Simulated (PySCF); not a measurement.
Isomers of C3H10ClPSi2, one GFN2-xTB conformer each. Single-point energies are computed at PBE0/pcSseg-1 (PySCF, gas phase, no added dispersion term), electronic only.

```csv
SMILES,GFN2-xTB relative energy (kcal/mol)
C=C(C)[SiH2]P[SiH2]Cl,3.0
Cl[SiH2]P[SiH2]C1CC1,0.0
```

Conformers: `[CH2:1]=[C:2]([CH3:3])[SiH2:4][PH:5][SiH2:6][Cl:7]` with C1–C2–Si4–P5 -10°, C2–Si4–P5–Si6 -84°, Si4–P5–Si6–Cl7 78°; `[Cl:1][SiH2:2][PH:3][SiH2:4][CH:5]1[CH2:6][CH2:7]1` with Cl1–Si2–P3–Si4 68°, Si2–P3–Si4–C5 174°, P3–Si4–C5–C6 -42°.

What does PBE0/pcSseg-1 give for the same structures?

| SMILES | PBE0/pcSseg-1 E (Eh) | PBE0/pcSseg-1 (kcal/mol) | GFN2-xTB (kcal/mol) | point group |
| --- | --- | --- | --- | --- |
| C=C(C)[SiH2]P[SiH2]Cl | -1500.16900 | 0.0 | 3.0 | C1 |
| Cl[SiH2]P[SiH2]C1CC1 | -1500.16445 | 2.9 | 0.0 | C1 |

GFN2-xTB puts Cl[SiH2]P[SiH2]C1CC1 lowest instead. As drawn, the lower has a C=C bond outside aromatic rings, which the higher lacks; the higher has a three-membered ring, which the lower lacks.

Which frontier levels, dipoles and rotational constants go with these structures?

```tsv
SMILES	HOMO (eV, PBE0/pcSseg-1)	LUMO (eV)	dipole (D)	A, B, C (MHz)
C=C(C)[SiH2]P[SiH2]Cl	-7.44	-0.31	1.60	1572, 796.6, 613.8
Cl[SiH2]P[SiH2]C1CC1	-7.43	-0.21	2.18	2939, 527.7, 494.9
```
